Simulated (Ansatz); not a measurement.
One change: `O[SiH](Cl)O[SiH2]Cl` becomes `O[SiH](Cl)[O][GeH3]`.

Ansatz, PBE0-D4/def2-TZVP geometries, multiplicity 1. Each molecule was computed in one conformer, which needn't be the lowest.

Scalar relativity is left out up to krypton.

```json
{"property": "LUMO energy (ωB97M-V/def2-TZVPP) / eV", "`O[SiH](Cl)O[SiH2]Cl`": "1.91"}
{"property": "HOMO–LUMO gap (ωB97M-V/def2-TZVPP) / eV", "`O[SiH](Cl)O[SiH2]Cl`": "13.26"}
{"property": "HOMO energy (PBE/def2-TZVPP) / eV", "`O[SiH](Cl)O[SiH2]Cl`": "-7.63"}
{"property": "HOMO–LUMO gap (B3LYP/def2-TZVPP) / eV", "`O[SiH](Cl)O[SiH2]Cl`": "8.80"}
{"property": "HOMO energy (B3LYP/def2-TZVPP) / eV", "`O[SiH](Cl)O[SiH2]Cl`": "-8.84"}
{"property": "HOMO–LUMO gap (PBE/def2-TZVPP) / eV", "`O[SiH](Cl)O[SiH2]Cl`": "6.92"}
```

Question: What does the change do to each property? (An estimate is asked.)

Answer: The calculation gave: 
```tsv
property	`O[SiH](Cl)[O][GeH3]`	shift
LUMO energy (ωB97M-V/def2-TZVPP) / eV	1.83	-0.08
HOMO–LUMO gap (ωB97M-V/def2-TZVPP) / eV	13.00	-0.26
HOMO energy (PBE/def2-TZVPP) / eV	-7.42	0.21
HOMO–LUMO gap (B3LYP/def2-TZVPP) / eV	8.42	-0.38
HOMO energy (B3LYP/def2-TZVPP) / eV	-8.63	0.21
HOMO–LUMO gap (PBE/def2-TZVPP) / eV	6.55	-0.37
```

With PBE0 the HOMO rises by 0.19 eV and the LUMO falls by 0.14 eV, so the gap narrows by about 0.33 eV. PBE moves the HOMO by 0.21 eV and ωB97M-V by 0.17 eV.

B3LYP here is the variant with VWN-RPA as its local correlation; programs differ in this.
